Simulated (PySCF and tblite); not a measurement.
Results of a calculation; reference values are marked as such.
Stationary points of C7H9NO2 at GFN2-xTB, in Å:

Structure A

```
 1 C    -2.556    0.520   -1.347
 2 C    -2.723   -0.409   -0.151
 3 C    -1.692   -0.117    0.946
 4 N    -0.392   -0.476    0.487
 5 C     0.527    0.383    0.437
 6 C     1.820    0.073   -0.030
 7 C     2.935   -0.128   -0.449
 8 C     4.286   -0.387   -0.868
 9 O     5.212   -0.538   -0.117
10 O     4.393   -0.434   -2.201
11 H    -1.570    0.393   -1.790
12 H    -2.669    1.560   -1.045
13 H    -3.304    0.299   -2.104
14 H    -3.722   -0.291    0.273
15 H    -2.602   -1.444   -0.471
16 H    -1.758    0.940    1.257
17 H    -1.909   -0.754    1.809
18 H     0.404    1.433    0.752
19 H     5.312   -0.613   -2.455
```

Structure B

```
 1 C    -2.682    0.510   -1.273
 2 C    -2.730   -0.438   -0.082
 3 C    -1.641   -0.115    0.949
 4 N    -0.363   -0.448    0.414
 5 C     0.522    0.437    0.276
 6 C     1.788    0.149   -0.273
 7 C     2.892   -0.048   -0.723
 8 C     4.174   -0.265   -1.336
 9 O     5.021   -0.894   -0.512
10 O     4.458    0.078   -2.453
11 H    -1.721    0.437   -1.778
12 H    -2.827    1.540   -0.950
13 H    -3.464    0.261   -1.986
14 H    -3.703   -0.368    0.408
15 H    -2.587   -1.464   -0.422
16 H    -1.714    0.943    1.257
17 H    -1.789   -0.751    1.827
18 H     0.388    1.493    0.567
19 H     5.874   -1.031   -0.953
```

Structure C

```
 1 C    -2.639    0.545   -0.926
 2 C    -2.740   -0.417    0.251
 3 C    -1.675   -0.130    1.315
 4 N    -0.390   -0.481    0.812
 5 C     0.521    0.384    0.723
 6 C     1.798    0.077    0.214
 7 C     2.909   -0.122   -0.219
 8 C     4.208   -0.373   -0.725
 9 O     5.221   -0.638   -0.011
10 O     4.518   -0.359   -1.954
11 H    -1.668    0.454   -1.410
12 H    -2.766    1.574   -0.594
13 H    -3.409    0.325   -1.661
14 H    -3.725   -0.332    0.714
15 H    -2.610   -1.442   -0.099
16 H    -1.736    0.924    1.638
17 H    -1.860   -0.777    2.179
18 H     0.406    1.436    1.035
19 H     5.638   -0.648   -1.282
```

Level: PBE0/pcSseg-1 + D3(BJ) on GFN2-xTB stationary points, with GFN2-xTB thermal terms.

Task: Which structure is a saddle point, and along which motion?

Result: C: one imaginary mode (1778i cm⁻¹ at GFN2-xTB, mostly on H19), along the shift of hydrogen on O10 from O10 to O9.

Task: Give their symmetry and energies above the lowest.

Result: A C1, 0.0 kcal/mol; B C1, 0.0 kcal/mol; C C1, 33.9 kcal/mol.

Tunnelling of the moving H, left out here, will speed the real process. In real samples such hydrogens mostly exchange between molecules or through solvent, far faster than by this path. DFT energies on a tight-binding saddle of a bond shift can be off by several kcal/mol.
